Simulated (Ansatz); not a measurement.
A run for Ansatz (an electronic-structure program): U-CCSD(T)/def2-SVP on H2O2Pb (SMILES [OH][Pb][OH]), a point of a bond scan (R = 0.966 Å). Elements past Kr take the def2 small-core potentials; no spin–orbit coupling. The run froze 11 orbitals, filled d shells among them.

Ansatz 0.2 input:
```yaml
crystal:
  periodic: [false, false, false]
  atoms:
    - {symbol: Pb, position_ang: [0.05784747, -0.14199193, 0.22381656]}
    - {symbol: O, position_ang: [1.14579287, 1.30947280, -0.81344033]}
    - {symbol: H, position_ang: [0.64588017, 1.61945432, -1.58030965]}
    - {symbol: O, position_ang: [-1.53296568, 0.01324847, -1.15853494]}
    - {symbol: H, position_ang: [-2.29199006, -0.55788612, -0.99684579]}
basis:
  gaussian:
    orbitals: def2-SVP
correlation: {method: ccsd_t, electrons: outside_noble_gas}
scf: {omitted_lower_state_checks: [cluster_reference]}
magnetization: {spin_polarized: true, initial_magnetization: 0}
```

The head of its log:

```
WARN ansatz: RAYON_NUM_THREADS=1 ignored (pool sized by the plan → 1); use --threads N
Functional definition: HF
these checks for a lower state are left out or cut short: cluster_reference
integrals: 0.06 GiB planned
709 factors; integrals over basis functions are off by at most 6.1e-4 eV
mean field: 0.23 GiB planned
mean field evaluation 1: about -9316.9840 eV, gradient 3.8e1 eV
mean field evaluation 2: about -9317.0664 eV, gradient 3.8e1 eV
mean field evaluation 4: about -9322.8641 eV, gradient 1.7e0 eV
mean field evaluation 8: about -9322.9130 eV, gradient 1.8e-1 eV
mean field evaluation 16: about -9322.9136 eV, gradient 2.4e-6 eV
mean field -9322.91356829 eV, -342.6107543369 hartree, gradient 2.4e-6 eV, S^2 0.000000; 0 other end points of the search recorded, 0 dependent functions left out
11 core orbitals not correlated, not the lowest: weight in the atoms' cores, before any rotation towards them, 0.824 or more for the frozen orbitals, at most 0.163 for the correlated occupied ones
reference -9322.91356829 eV, -342.6107543369 hartree; 9, 9 occupied and 44, 44 virtual orbitals, 709 factors
```

Problem. Give the final energy of this run.

Solution. -343.0867 hartree (reference determinant -342.6108, T1 diagnostic 0.024).
